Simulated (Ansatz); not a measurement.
Consider the substitution at a C–C bond: `CC[O][Hf]([Cl])([N](C)C)[N](C)C` + `[NH2][AlH][OH]` → `C[O][AlH][NH2]` + `C[O][Hf]([Cl])([N](C)C)[N](C)C`.

Gas-phase electronic energies from Ansatz, PBE0-D4/def2-TZVP geometries. CBS: MP2 limit from def2 TZ/QZ plus the TZ coupled-cluster correction, frozen cores. This one scheme is used for every species. DFT in def2-TZVPP. B3LYP here is the variant with VWN-RPA as its local correlation; programs differ in this. HSE06 is defined as in plane-wave codes. Elements past krypton have def2 core potentials. For Hf outer-core shells are correlated without core-valence functions, which leaves a few kJ/mol of doubt a bond. One conformer a species, not always the lowest.

```
             level  ΔE (kcal/mol)  difference from CCSD(T)/CBS
       LDA (SPW92)           18.5                         -0.6
            PBE-D4           17.4                         -1.7
         r2SCAN-D4           17.8                         -1.3
            B97M-V           17.7                         -1.4
           PBE0-D4           17.7                         -1.4
          B3LYP-D4           16.4                         -2.7
        r2SCANh-D4           17.9                         -1.2
        r2SCAN0-D4           18.0                         -1.1
          HSE06-D4           17.6                         -1.5
          BHLYP-D4           16.5                         -2.6
      CAM-B3LYP-D4           16.6                         -2.5
           ωB97X-V           17.2                         -1.9
           ωB97M-V           17.9                         -1.2
            B2PLYP           16.8                         -2.3
          PBE-QIDH           18.3                         -0.8
               PBE           16.5                         -2.6
            revPBE           15.4                         -3.7
              BLYP           14.3                         -4.8
            r2SCAN           17.4                         -1.7
              PBE0           16.9                         -2.2
           r2SCANh           17.5                         -1.6
           r2SCAN0           17.6                         -1.5
             HSE06           16.8                         -2.3
             BHLYP           15.4                         -3.7
         CAM-B3LYP           15.7                         -3.4
           LC-ωPBE           17.0                         -2.1
       HF/def2-SVP           12.0                         -7.1
      MP2/def2-SVP           17.8                         -1.3
     CCSD/def2-SVP           15.9                         -3.2
  CCSD(T)/def2-SVP           16.3                         -2.8
     HF/def2-TZVPP           14.1                         -5.0
    MP2/def2-TZVPP           19.9                          0.8
SCS-MP2/def2-TZVPP           18.1                         -1.0
   CCSD/def2-TZVPP           18.1                         -1.0
CCSD(T)/def2-TZVPP           18.6                         -0.5
     HF/def2-QZVPP           14.0                         -5.1
SCS-MP2/def2-QZVPP           18.4                         -0.7
      HF/CBS(def2)           14.0                         -5.1
     MP2/CBS(def2)           20.4                          1.3
    CCSD/CBS(def2)           18.6                         -0.5
       CCSD(T)/CBS           19.1                            0
```

Largest T1 diagnostic among the species: 0.014.

The D4 term adds +1.3 kcal/mol with B3LYP and +0.8 kcal/mol with PBE0; it sums over pairs of atoms, weighted by their polarisabilities, and B3LYP, whose exchange is more repulsive, gets the larger term. At CCSD(T), def2-SVP lies −2.8 kcal/mol from the extrapolated value and def2-TZVPP −0.5 kcal/mol. In def2-TZVPP, CCSD(T) changes the Hartree–Fock value by +4.5 kcal/mol (the triples alone add +0.5 kcal/mol) and MP2 by +5.8 kcal/mol.
